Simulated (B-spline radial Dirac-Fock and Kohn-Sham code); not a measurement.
**What relativity does to the binding energies of Gd³²⁺**

System: gadolinium as Gd³²⁺, configuration [Ar] 3d10 4s2 4p2.

Both columns are ΔSCF binding energies of the configuration average from a radial atomic solver: non-relativistic Hartree-Fock with a point nucleus, and Dirac-Fock with a finite nucleus and the Coulomb interaction alone, averaged over the two j levels with weights 2j+1.

| shell | Hartree-Fock (eV) | Dirac-Fock (eV) | shift (eV) | shift (%) |
| --- | --- | --- | --- | --- |
| 1s | 48728.6 | 51727.5 | +2998.83 | +6.15 |
| 2s | 8879.7 | 9659.4 | +779.76 | +8.78 |
| 2p | 8493.3 | 8746.9 | +253.65 | +2.99 |
| 3s | 2886.2 | 3079.5 | +193.30 | +6.70 |
| 3p | 2714.3 | 2786.8 | +72.42 | +2.67 |
| 3d | 2404.4 | 2396.2 | -8.17 | -0.34 |
| 4s | 1334.0 | 1396.6 | +62.59 | +4.69 |
| 4p | 1268.5 | 1293.8 | +25.24 | +1.99 |

Relativity binds 1s, 2s, 2p, 3s, 3p, 4s, 4p more strongly, among those listed most of all 2s in relative terms, and 3d more weakly, because the contracted s and p shells screen the nucleus better.

Values without a named source are computed, but for edge energies of neutral atoms, which are taken from tables.
